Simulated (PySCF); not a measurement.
C4H2F2.

```xyz
8

C     -0.8584     2.1892     0.0000
C     -0.2317     1.1513     0.0000
C      0.5059    -0.0605     0.0000
F      1.8377     0.0469     0.0000
C     -0.0286    -1.2897     0.0000
F     -1.3358    -1.4747     0.0000
H     -1.4162     3.1080     0.0000
H      0.5757    -2.1999     0.0000
```

Coordinates come from a PBE0-D3(BJ)/def2-SVP optimisation. The structure was generated by enumeration; whether it is a known compound was not checked.

Calculation: PBE/pcSseg-1 in PySCF. Non-relativistic, no solvent.

Computed absolute GIAO shielding of each atom: isotropic value and principal components (ppm):
```tsv
atom	σ(iso)	σ11	σ22	σ33	span
C1	80.7	19.2	44.8	178.1	158.9
C2	104.6	8.4	16.1	289.2	280.8
C3	36.4	-30.9	58.8	81.4	112.3
F4	327.2	272.4	348.0	361.3	88.9
C5	21.0	-63.7	46.7	79.8	143.4
F6	317.0	214.2	304.1	432.8	218.6
H7	27.4	24.3	24.5	33.2	8.9
H8	23.5	21.6	22.4	26.5	4.9
```
